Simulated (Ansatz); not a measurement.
`Cl[SiH](Cl)I` → `Cl[Si]Cl` + HI  (silylene formation by 1,1-elimination)

Computed with Ansatz on PBE0-D4/def2-TZVP structures; ΔE is electronic, products minus reactants. CBS: MP2 limit from def2 TZ/QZ plus the TZ coupled-cluster correction, frozen cores. This one scheme is used for every species. Functionals use def2-TZVPP. B3LYP here is the variant with VWN-RPA as its local correlation; programs differ in this. Elements past krypton have def2 core potentials. For I outer-core shells are correlated without core-valence functions, which leaves a few kJ/mol of doubt a bond.

| level | ΔE (kJ/mol) | difference from CCSD(T)/CBS |
| --- | --- | --- |
| BLYP-D4 | 191.9 | -37.1 |
| r2SCAN-D4 | 235.4 | 6.4 |
| revPBE | 189.5 | -39.5 |
| BLYP | 170.3 | -58.7 |
| B3LYP | 192.6 | -36.4 |
| CCSD(T)/def2-SVP | 200.0 | -29.0 |
| MP2/def2-TZVPP | 241.4 | 12.4 |
| SCS-MP2/def2-TZVPP | 228.1 | -0.9 |
| CCSD/def2-TZVPP | 214.1 | -14.9 |
| SCS-MP2/def2-QZVPP | 236.3 | 7.3 |
| CCSD(T)/CBS | 229.0 | 0 |

(1) What do rigid-rotor, harmonic-oscillator terms from PBE0-D4/def2-TZVP frequencies (298.15 K, 1 bar) make of the CCSD(T)/CBS value? (Estimate.)

Largest T1 diagnostic among the species: 0.013.

## Answers

(1) Ansatz gave: ΔZPE = -13.5 kJ/mol, ΔH = +219.5 kJ/mol, ΔS = 144 J/(mol·K), ΔG = +176.6 kJ/mol.

Leaving LDA and LC-ωPBE aside and taking each functional with its dispersion term where it has one, the values, not all of them listed here, spread over 51.9 kJ/mol, from BLYP-D4 to r2SCAN0-D4. LDA lies +27.9 kJ/mol from PBE without D4. The D4 term adds +17.5 kJ/mol with B3LYP and +9.3 kJ/mol with PBE0; it sums over pairs of atoms, weighted by their polarisabilities, and B3LYP, whose exchange is more repulsive, gets the larger term.
